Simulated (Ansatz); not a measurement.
Two structures of SiH₄BrCl, closed shell, reached by relaxing down either side of one saddle point (PBE0-D4/def2-TZVP). Energies are electronic, without zero-point energy. Computed with Ansatz 0.2.0 (basis: def2-TZVPP and def2-QZVPP); correlated methods freeze the cores. Filled d shells of the heavier atoms are correlated. The def2 sets are not built for correlating such inner shells, so the correlated values are less sure here. Extrapolation: Hartree–Fock as exp(−7.88 √X), correlation as X^−2.97. First:

```json
{"atom": "Si1", "x (Å)": "-0.8654", "y (Å)": "-0.6251", "z (Å)": "-0.1523"}
{"atom": "Br2", "x (Å)": "1.2453", "y (Å)": "-1.3218", "z (Å)": "-0.3878"}
{"atom": "H3", "x (Å)": "-1.7415", "y (Å)": "-1.7789", "z (Å)": "-0.4519"}
{"atom": "H4", "x (Å)": "-1.0373", "y (Å)": "-0.1710", "z (Å)": "1.2439"}
{"atom": "H5", "x (Å)": "-1.0864", "y (Å)": "0.4781", "z (Å)": "-1.1110"}
{"atom": "H6", "x (Å)": "1.8468", "y (Å)": "1.0970", "z (Å)": "0.2600"}
{"atom": "Cl7", "x (Å)": "1.6384", "y (Å)": "2.3219", "z (Å)": "0.5991"}
```

Second:

Si1  (-1.036, 0.302, -0.138)
Br2  (2.496, -1.650, 0.553)
H3  (-0.879, -0.791, -1.121)
H4  (-1.035, -0.219, 1.246)
H5  (-2.261, 1.088, -0.409)
H6  (2.140, -0.311, 0.210)
Cl7  (0.575, 1.581, -0.341)
(Å)

(1) Which bonds change from the first to the second?

(2) Give the saddle point's structure and its height above each. (Judge from chemistry; the value comes from the calculation.)

T1 diagnostic: at most 0.010.

Results:

(1) SiH₃Br ([SiH3][Br]) + HCl → SiH₃Cl ([SiH3][Cl]) + HBr; bonds formed: Si1–Cl7, Br2–H6; bonds broken: Si1–Br2, H6–Cl7.

(2) The calculation gives: 38.45 kcal/mol above the first and 38.33 kcal/mol above the second (CCSD(T) at an estimated basis limit (MP2 extrapolated from triple and quadruple zeta, plus CCSD(T) − MP2 in triple zeta)).
| atom | x (Å) | y (Å) | z (Å) |
| --- | --- | --- | --- |
| Si1 | -0.7031 | -0.1202 | -0.0812 |
| Br2 | 1.6017 | -1.3444 | 0.1143 |
| H3 | -1.0593 | -1.2983 | -0.9052 |
| H4 | -0.9895 | -0.2619 | 1.3567 |
| H5 | -1.5307 | 0.9622 | -0.6713 |
| H6 | 1.7227 | 0.4042 | 0.1619 |
| Cl7 | 0.9580 | 1.6584 | 0.0249 |

Labels in which every atom is bracketed show which atoms are joined, not bond orders.

For scale, one of the runs: CCSD(T)/def2-TZVPP, 188 basis functions, launched by `ansatz run in.yaml --threads 4 --pin off --events-out ev --progress --plain --max-ram 9574MiB`. The run took 46 s on 4 CPU threads of an Arm Neoverse V1 (shared host), with 1.9 GiB of host memory at its peak.
